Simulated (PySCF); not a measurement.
# O⁺: ionisation energy

O⁺ [He] 2s2 2p3 (4S) → O²⁺ [He] 2s2 2p2 (3P), as a difference of total energies. Computed with PySCF 2.14 in cc-pVTZ-DK (4s3p2d1f, 30 functions), with scalar relativity by spin-free X2C-1e. Correlated levels: valence: 1s2 frozen. The calculations carry no spin-orbit coupling.

```json
{"method": "UHF", "ionisation energy (eV)": "34.558", "error (eV)": "-0.563"}
{"method": "MN15", "ionisation energy (eV)": "35.148", "error (eV)": "+0.027"}
{"method": "LDA", "ionisation energy (eV)": "35.569", "error (eV)": "+0.448"}
{"method": "MP2 (valence)", "ionisation energy (eV)": "35.180", "error (eV)": "+0.059"}
{"method": "SCS-MP2 (valence)", "ionisation energy (eV)": "34.925", "error (eV)": "-0.196"}
{"method": "CCSD (valence)", "ionisation energy (eV)": "35.002", "error (eV)": "-0.119"}
{"method": "CCSD(T) (valence)", "ionisation energy (eV)": "35.010", "error (eV)": "-0.111"}
```

Reference: 35.121 eV (measured; NIST Atomic Spectra Database, ionization energies).

Errors of the correlated levels include the incompleteness of this basis and the frozen core.
